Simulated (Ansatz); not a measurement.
`N[C@H]1O[Si@@H]1[SiH3]`. Total charge 0; spin multiplicity 1.

```json
{"atom": "N1", "x (Å)": "0.361", "y (Å)": "-0.437", "z (Å)": "2.484"}
{"atom": "C2", "x (Å)": "0.472", "y (Å)": "0.152", "z (Å)": "1.217"}
{"atom": "O3", "x (Å)": "1.394", "y (Å)": "-0.490", "z (Å)": "0.226"}
{"atom": "Si4", "x (Å)": "-0.175", "y (Å)": "-0.544", "z (Å)": "-0.337"}
{"atom": "Si5", "x (Å)": "-0.713", "y (Å)": "0.729", "z (Å)": "-2.217"}
{"atom": "H6", "x (Å)": "1.212", "y (Å)": "-0.348", "z (Å)": "3.026"}
{"atom": "H7", "x (Å)": "0.084", "y (Å)": "-1.407", "z (Å)": "2.456"}
{"atom": "H8", "x (Å)": "0.694", "y (Å)": "1.215", "z (Å)": "1.278"}
{"atom": "H9", "x (Å)": "-0.827", "y (Å)": "-1.880", "z (Å)": "-0.276"}
{"atom": "H10", "x (Å)": "-2.193", "y (Å)": "0.813", "z (Å)": "-2.348"}
{"atom": "H11", "x (Å)": "-0.149", "y (Å)": "2.095", "z (Å)": "-2.063"}
{"atom": "H12", "x (Å)": "-0.159", "y (Å)": "0.101", "z (Å)": "-3.446"}
```

(1) What are the harmonic wavenumbers in cm⁻¹ at PBE0-D4/def2-TZVP (Ansatz, finite differences of forces, unscaled)? (Best estimate.)

(2) Is this a minimum?

(3) Give the ideal-gas thermochemistry at 298.15 K and 1 bar (rigid rotor, harmonic oscillator; point group C1, symmetry number 1).

## Answers

(1) Ansatz gave: 84, 103, 131, 249, 355, 418, 433, 505, 527, 548, 680, 737, 755, 799, 873, 932, 933, 982, 1032, 1222, 1251, 1399, 1665, 2201, 2219, 2228, 2239, 3132, 3526, 3625.

(2) Yes, all 30 modes are real.

(3) Zero-point energy 214.0 kJ/mol; H(298) − E = 236.7 kJ/mol; entropy 357.5 J/(mol·K), of which translation 166.9, rotation 114.0, vibration 76.5; G(298) − E = 130.1 kJ/mol. Modes under 100 cm⁻¹ are hindered rotations or soft bends, so the harmonic entropy is rough.
